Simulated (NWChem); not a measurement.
Correlation energy of CH$_{2}$Cl

```
C
H 1 1.0979
H 1 1.0979 2 123.70
Cl 1 1.7056 2 118.15 3 180.00
```
Charge 0, spin multiplicity 2.

All runs are NWChem calculations. The geometry was optimised at UPBE/def2-SVP, a minimum by its harmonic frequencies.

Basis set: cc-pVTZ. Each correlation energy counts from its own Hartree-Fock reference.

```tsv
method	correlation energy (mHa)
UMP2	-336.6
URI-MP2	-336.6
CCSD on ROHF	-373.6
CCSD[T] on ROHF	-388.9
SCS-UMP2	-334.8
CCSD(T) on ROHF	-388.4
```

The values span 54.1 mHa, from CCSD[T] on ROHF (lowest) to SCS-UMP2 (highest). 

The correlated methods keep 6 core orbitals frozen. The structure started from a generated list of species. The unpaired electrons of the parent sit in orbitals of symmetry b2 (C2v labels of the run); other states weren't searched. The stability of the SCF solutions was not checked. Open-shell Hartree-Fock references start from PBE0 orbitals. Coupled-cluster values serve here as a point of comparison, not as the truth.
